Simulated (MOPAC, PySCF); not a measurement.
CH₅BN₂, SMILES `[H]/N=B/NC` (C–N–B–N torsion 81°), neutral singlet in the gas phase. 

Cartesian coordinates (Å):
SMILES: CN/B=N/[H]
```xyz
9

C     -1.2724     0.3749    -0.1068
N     -0.2361    -0.5262     0.3825
B      1.1231    -0.3279     0.2326
N      2.3496    -0.1963    -0.0285
H     -1.9079    -0.1141    -0.8494
H     -0.8044     1.2362    -0.5799
H     -1.9026     0.7375     0.7091
H     -0.5672    -1.3536     0.8505
H      3.2179     0.1695     0.2950
```
Charge 0, multiplicity 1.

All levels are single points at this geometry (B3LYP-D3(BJ)/def2-TZVP); Pople sets use spherical d functions. Orbital energies aren't observables, and empty levels follow the basis.

| level | HOMO (eV) | LUMO (eV) | gap (eV) | dipole (D) | vertical IE, Delta-SCF (eV) |
|---|---|---|---|---|---|
| B3LYP-D3(BJ)/def2-TZVP in PySCF | -6.60 | 0.22 | 6.82 | 2.71 | 9.03 |
| B3LYP/6-311+G** in PySCF | -6.64 | -0.39 | 6.25 | 2.79 | – |
| B3LYP/6-31G* in PySCF | -6.12 | 1.60 | 7.73 | 2.44 | 8.72 |
| M06-2X/6-31G* in PySCF | -7.78 | 2.78 | 10.56 | 2.51 | – |
| PBE/6-31G* in PySCF | -4.98 | 0.87 | 5.85 | 2.34 | 8.51 |
| SVWN5/6-31G* in PySCF | -5.08 | 0.68 | 5.76 | 2.36 | 8.69 |
| HF/6-31G* in PySCF | -9.88 | 5.51 | 15.39 | 2.85 | 7.84 |
| HF/STO-3G in PySCF | -7.53 | 10.81 | 18.34 | 1.94 | – |
| PM7 in MOPAC | -8.79 | 0.59 | 9.38 | 1.81 | – |
